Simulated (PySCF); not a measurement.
Geometry (Å), atoms numbered from 1 in this order:
```xyz
11

C    -1.8314    0.7802   -0.7735
C    -1.1392    0.0520    0.1112
Si    0.5202   -0.7217   -0.2550
C     1.8391    0.1634    0.8523
O     2.3633   -0.3642    1.8005
H    -1.4715    0.9479   -1.7950
H    -2.7926    1.2413   -0.5196
H    -1.5619   -0.0799    1.1163
H     0.8617   -0.4712   -1.6902
H     0.5531   -2.1778    0.0645
H     2.0850    1.2359    0.5989
```

Geometry: PBE0-D3(BJ)/def2-SVP; GIAO absolute shieldings from PySCF, gas phase, non-relativistic, averaged over equivalent atoms.

At PBE0/pcSseg-1 (122 basis functions, 9.3 s wall time on 1 thread of an Arm Neoverse V2, shared host):
```
 atoms  σ (ppm)
    C4    -55.2
    C1     34.1
    C2     48.6
   Si3    398.1
    O5   -612.4
   H11    19.36
    H7    24.70
    H6    24.77
    H8    25.05
H9/H10    26.89
```

Estimate the result of repeating the calculation with CAM-B3LYP/pcSseg-2.

## Answers


```
 atoms  σ at CAM-B3LYP/pcSseg-2  change
    C4                    -71.4   -16.2
    C1                     27.4    -6.7
    C2                     39.7    -8.9
   Si3                    377.1   -21.0
    O5                   -593.0   +19.4
   H11                    19.30   -0.06
    H7                    24.72   +0.02
    H6                    24.84   +0.07
    H8                    25.07   +0.02
H9/H10                    27.00   +0.11
```

The largest change is at Si3 (silicon bonded to 2 C, 2 H). Cost: 271 basis functions, 42 s wall time on 1 thread of an Arm Neoverse V2, shared host. The order of the carbon signals is the same at both levels.
